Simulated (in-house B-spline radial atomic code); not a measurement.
Configurations of P4+, with energies counted from [Ne] 3s1. Computed with a radial B-spline atomic code at the basis-set limit: scalar-relativistic (X2C) Hartree-Fock, spin-polarised, averaged over the determinants with the given up and down occupations, Fermi nucleus of rms radius 3.1889 fm. Shells without spins written out take the highest spin.

Occupations are held fixed; configurations that lie above the ionisation limit could autoionise.

```tsv
configuration	E - E(ref) (eV)	highest orbital	its <r> (bohr)
[Ne] 3p1	11	3p up	1.751
[Ne] 4p1	37.431	4p up	3.591
[Ne] 4f(0 up, 1 down)	43.306	4f down	3.593
[He] 2s2 2p5 3s1 3p1	138.34	3p up	1.61
[He] 2s2 2p5 3s1 4s1	166.16	4s up	3.176
[He] 2s2 2p5 3s1 4d1	175.74	4d up	3.791
[He] 2s2 2p(3 up, 2 down) 3s(0 up, 1 down) 4f(0 up, 1 down)	178.03	4f down	3.507
```

Task: Order these further configurations by energy, lowest first.
A. [He] 2s(1 up, 0 down) 2p6 3s(0 up, 1 down) 4s(1 up, 0 down)
B. [He] 2s1 2p6 3s1 4d1
C. [He] 2s2 2p5 3s1 4f1
D. [He] 2s1 2p6 3s1 3d1
E. [He] 2s1 2p6 3s1 4s1

Result: C (177.42 eV), D (214.17 eV), E (224.78 eV), A (226.97 eV), B (234.31 eV).

Task: How far above the reference does [He] 2s2 2p(2 up, 3 down) 3s2 lie?

Result: 131 eV; its least bound orbital is 3s up with <r> = 1.542 bohr.

Task: How far above the reference does [He] 2s1 2p6 3s1 3p1 lie?

Result: 197.12 eV; its least bound orbital is 3p up with <r> = 1.614 bohr.
